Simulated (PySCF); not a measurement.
# Dipole response of I (iodine, neutral)

[Kr] 4d10 5s2 5p5, 2P determinant. Computed with PySCF 2.14 in def2-QZVPPD with the def2 core potential (28 electrons) (8s7p5d4f1g, 91 functions), with scalar relativity through the core potential. Coupled (time-dependent) response in atomic units; α is the mean over directions.

| method | mean α (bohr³) | α xx, yy, zz | C₆ (like pair) | S(−4) |
| --- | --- | --- | --- | --- |
| UHF | 31.88 | 29.38, 33.14, 33.14 | 344.4 | 199.4 |
| PBE | 34.56 | 31.32, 36.17, 36.17 | 377.0 | 259.6 |
| PBE0 | 33.15 | 30.26, 34.60, 34.60 | 359.5 | 227.3 |
| BP86 | 34.49 | 31.27, 36.10, 36.10 | 376.2 | 256.8 |

S(−4) is the Cauchy moment in α(ω) = α(0) + S(−4) ω² + …

Reference α: 32.9 ± 1.3 bohr³ (recommended; Schwerdtfeger and Nagle, table of static dipole polarizabilities (2023 update)). Published C₆: 385.0 (Chu and Dalgarno (2004); Tang, Norbeck and Certain (1976)).

Spin-orbit coupling is absent.

α(iu) at UHF:

```json
{"u (hartree)": "0", "α(iu) (bohr³)": "31.88"}
{"u (hartree)": "0.0500", "α(iu) (bohr³)": "31.40"}
{"u (hartree)": "0.100", "α(iu) (bohr³)": "30.04"}
{"u (hartree)": "0.200", "α(iu) (bohr³)": "25.83"}
{"u (hartree)": "0.300", "α(iu) (bohr³)": "21.25"}
{"u (hartree)": "0.500", "α(iu) (bohr³)": "14.12"}
{"u (hartree)": "0.750", "α(iu) (bohr³)": "8.971"}
{"u (hartree)": "1.00", "α(iu) (bohr³)": "6.177"}
{"u (hartree)": "1.50", "α(iu) (bohr³)": "3.523"}
{"u (hartree)": "2.00", "α(iu) (bohr³)": "2.349"}
{"u (hartree)": "3.00", "α(iu) (bohr³)": "1.320"}
{"u (hartree)": "5.00", "α(iu) (bohr³)": "0.6123"}
```

A single London oscillator, α(iu) = α/(1 + u²/ω²), gives C₆ = (3/4) ω α². Matching the computed C₆ needs ω = 4 × 344.4 / (3 × 31.88²) = 0.452 hartree.

The components differ because the open shell of this determinant is not spherical; for a pure term their mean is the scalar polarisability.

Energies and moments cover only the electrons outside the core potential.
